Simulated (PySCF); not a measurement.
C3H6BFO, SMILES OB(F)CC=C. Atoms are numbered in the order given.

```xyz
12

B      0.5156     0.5460     0.6668
C      0.3199    -0.9452     0.1554
C     -0.9638    -1.1232    -0.6007
C     -1.1203    -0.9486    -1.9194
H      0.3928    -1.6379     1.0096
H      1.1902    -1.1604    -0.4934
H     -1.8521    -1.3491     0.0034
H     -0.2686    -0.7286    -2.5730
H     -2.0987    -1.0452    -2.3974
F      1.3803     0.7990     1.6502
O     -0.1307     1.5983     0.1287
H     -0.7333     1.3153    -0.5764
```

Geometry optimised at B3LYP-D3(BJ)/def2-SVP. This is a generated structure with no PubChem entry under its InChIKey; it may be hypothetical. One conformer was computed; it need not be the lowest.

Calculation: B3LYP-D3(BJ)/def2-SVP (PySCF).

No scaling factor is applied to the harmonic values.

```tsv
mode	ν (cm⁻¹)	IR (km/mol)	Raman (Å⁴/amu)	depolarisation	moving atoms (share of kinetic energy)
1	71	2.8	0.8	0.72	C 37 %, F 28 %, H 24 %, O 10 %
2	81	1.7	5.9	0.74	C 47 %, H 27 %, O 20 %
3	210	2.4	3.5	0.75	H 37 %, C 29 %, O 28 %
4	348	5.6	2.5	0.53	F 37 %, C 29 %, H 15 %, O 9 %, B 9 %
5	410	3.6	1.1	0.59	H 60 %, C 25 %, B 8 %
6	462	5.1	1.3	0.75	C 24 %, F 24 %, O 23 %, H 19 %, B 10 %
7	520	11.0	1.8	0.65	B 36 %, H 32 %, C 17 %, F 9 %
8	655	36.7	2.2	0.28	H 64 %, C 16 %, F 8 %
9	670	28.4	5.1	0.33	H 68 %, C 13 %
10	812	3.0	3.9	0.15	C 37 %, H 27 %, O 23 %
11	851	28.9	0.2	0.35	H 45 %, C 28 %, B 23 %
12	934	37.5	0.9	0.69	H 73 %, C 27 %
13	951	2.2	2.9	0.29	C 51 %, H 47 %
14	1033	44.1	2.0	0.57	H 76 %, C 8 %
15	1034	81.1	5.2	0.70	H 84 %
16	1055	22.9	1.7	0.66	H 73 %, C 20 %
17	1182	22.2	4.2	0.54	H 66 %, C 23 %
18	1218	4.5	12.5	0.66	H 62 %, C 33 %
19	1313	0.3	16.5	0.43	H 79 %, C 21 %
20	1357	403.8	4.6	0.47	B 56 %, C 14 %, O 14 %, H 11 %
21	1412	8.6	12.6	0.70	H 88 %, C 10 %
22	1442	6.0	9.0	0.46	H 83 %, C 17 %
23	1475	271.8	1.4	0.73	B 72 %, O 13 %
24	1706	18.8	23.5	0.08	C 86 %, H 14 %
25	3022	9.3	101.1	0.09	H 94 %
26	3087	6.3	94.0	0.59	H 91 %, C 9 %
27	3125	8.8	45.5	0.16	H 95 %
28	3136	7.1	149.7	0.22	H 92 %, C 8 %
29	3226	9.0	78.6	0.61	H 89 %, C 11 %
30	3774	111.9	60.2	0.14	H 94 %
```
